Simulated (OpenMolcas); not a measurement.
Ta4+ among 5 point charges of -1 e arranged as a square pyramid (C4v), 2.03 Å from the ion, with the axial distance 2.355 Å.

* Program: OpenMolcas 26.06
* Method: SS-CASPT2, IPEA 0.25 Eh, imaginary shift 0.1 Eh (closed shells correlated: 4f 5s 5p)
* Basis: ANO-RCC-VTZP [8s7p5d3f2g1h]
* Scalar Hamiltonian: DKH2, point nucleus
* Active space: 1 electron in 5 orbitals (5d)
* State averaging: 2S+1 = 2 even, 5 roots
* Spin-orbit coupling: RASSI with atomic mean-field integrals over the reference wave functions

Task: What is the spin-free ground state?

Result: A state of multiplicity 2, 1-fold in its orbital part, 100 % from free-ion D terms; it has the highest spin that d1 allows.

Task: Where is the first state of the same spin?

Result: A 2-fold state lies at 803 cm-1 above the ground state.

Task: What are the lowest two levels with spin-orbit coupling?

Result: A 2-fold level with g = 0.92, 1.44, 1.44, then a 2-fold level 4310 cm-1 above it. Their leading multiplicities are 2 (100 %) and 2 (100 %).

Task: What is χT at 300 K, and how does it compare with the textbook value?

Result: The lowest level has 2S+1 = 2, for which the spin-only value is χT = S(S+1) / 2 = 0.375 cm3 K/mol (g = 2). The computed 0.168 at 300 K differs by -0.207, through orbital momentum, spin-orbit coupling and any other state in reach.

Spin-orbit coupling mixes the spin-free states strongly: the lowest level takes only 54 % from its leading state, an unlabelled state of the same spin as most of the rest, which lies 803 cm-1 above the lowest spin-free state. Free-ion shares, where given, are those of the reference states; single-state CASPT2 does not remix them. This is an electrostatic model: the charges have no orbitals. An unlabelled pair can be two single states that coincide in this model. No measured value stands beside these numbers.
